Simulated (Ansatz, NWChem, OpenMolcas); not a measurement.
How basis sets differ on ZrO2 (SMILES [O]=[Zr]=[O])

ZrO2: 3 atoms, total charge 0, spin state singlet. SMILES: `[O]=[Zr]=[O]`. The shape is that of a PBE0-D4/def2-TZVP optimisation.

```xyz
3

O     0.0000    0.0000    0.0000
Zr    0.0000    0.0000    1.7614
O     1.6759    0.0000    2.3035
```

Each level gives the dipole moment (D). The values are calculated.

```
                                       level          kind     program  value (D)  CPU time
                        HF/ANO-RCC-MB (DKH2)  Hartree–Fock  OpenMolcas       8.54     9.9 s
                                   HF/STO-3G  Hartree–Fock      Ansatz       6.42       1 s
              HF/def2-SV(P) (core potential)  Hartree–Fock  OpenMolcas       9.51     2.5 s
                                    HF/3-21G  Hartree–Fock  OpenMolcas       8.54     3.3 s
                HF/def2-SVP (core potential)  Hartree–Fock      Ansatz       9.47     1.3 s
               HF/def2-TZVP (core potential)  Hartree–Fock      NWChem       9.47      19 s
              HF/def2-TZVPP (core potential)  Hartree–Fock  OpenMolcas       9.37      18 s
 HF/def2-QZVP (RICD fitting, core potential)  Hartree–Fock  OpenMolcas       9.41      28 s
HF/def2-QZVPP (RICD fitting, core potential)  Hartree–Fock  OpenMolcas       9.41      34 s
```

All-electron rows without a relativistic Hamiltonian named are non-relativistic, while core potentials hold scalar relativity, so basis and relativity change together. The values span 6.42 to 9.51 D. Sets without polarisation functions give poor dipoles. Without the sets that lack polarisation functions the rows with a basis span only 9.37 to 9.51 D. Times are those of the runs behind each value, whatever else they computed, on shared processors of several kinds: orders of magnitude only.
